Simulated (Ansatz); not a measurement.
`C[N]1[SiH2][SbH]1`. Total charge 0; spin multiplicity 1. Correlated methods include outer-core shells of Sb, which these sets cover unevenly. Sb: def2 effective core potential.

Z-matrix (Å, degrees):
```
C
N 1 1.439
H 1 1.098 2 113.2
H 1 1.094 2 110.6 3 121.0
H 1 1.095 2 109.9 3 -120.5
Si 2 1.697 1 136.3 3 58.9
Sb 2 2.102 1 127.7 3 -63.5
H 6 1.489 2 119.2 1 -29.6
H 6 1.485 2 117.2 1 108.3
H 7 1.732 2 96.0 1 60.8
```

(1) Give the diagnostics of a CCSD(T)/def2-TZVPP run (frozen core, the Gaussian-basis code of Ansatz). (An estimate is asked.)

Answers

(1) Ansatz gave: T1 = 0.0145, largest single amplitude 0.021, largest double 0.063, (T) share of the correlation energy 3.9 %, 10 CCSD cycles. The RHF solution is stable towards an unrestricted one. T1 lies under the customary mark of 0.02 for closed shells.
